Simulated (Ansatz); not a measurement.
**BCl3 (SMILES ClB(Cl)Cl): the energy, rung by rung**

BCl3: 4 atoms, total charge 0, spin state singlet. SMILES: `ClB(Cl)Cl`. The shape is that of a PBE0-D4/def2-TZVP optimisation.

```xyz
4

Cl   -0.2579    0.5164    1.6383
B     0.0000    0.0000    0.0000
Cl    0.9420   -1.4231   -0.3240
Cl   -0.6841    0.9066   -1.3143
```

Each level gives the energy change with the B2–Cl4 bond stretched from 1.737 to 2.171 Å (eV). The values are calculated.

```csv
level,kind,program,value (eV),less FCI/STO-3G,CPU time (all runs)
SVWN5/STO-3G (restricted),LDA,Ansatz,1.32,+0.19,1.9 s
BLYP/STO-3G (restricted),GGA,Ansatz,0.97,-0.16,3 s
r2SCAN/STO-3G (restricted),meta-GGA,Ansatz,1.21,+0.08,8 s
B3LYP/STO-3G (restricted),global hybrid,Ansatz,1.15,+0.02,3.1 s
wB97M-V/STO-3G (restricted),range-separated hybrid,Ansatz,1.34,+0.21,46 s
MP2/STO-3G (restricted),perturbation theory,Ansatz,1.25,+0.12,0.48 s
BCCD(T)/STO-3G (restricted),coupled cluster or CI,Ansatz,1.14,+0.01,0.71 s
CCSDT/STO-3G (restricted),coupled cluster or CI,Ansatz,1.13,0.00,1 s
FCI/STO-3G,exact in the basis,Ansatz,1.13,0.00,20 s
```

FCI/STO-3G is exact within its basis and frozen core, so for wave-function methods in that basis the difference is their error; functionals converge differently with the basis, so for them it is only a difference. The first shape isn't each level's own minimum. The values span 0.97 to 1.34 eV. All rows use very small basis sets, so none should be taken for the real molecule's value. Times are those of the runs behind each value, whatever else they computed, on shared processors of several kinds: orders of magnitude only.
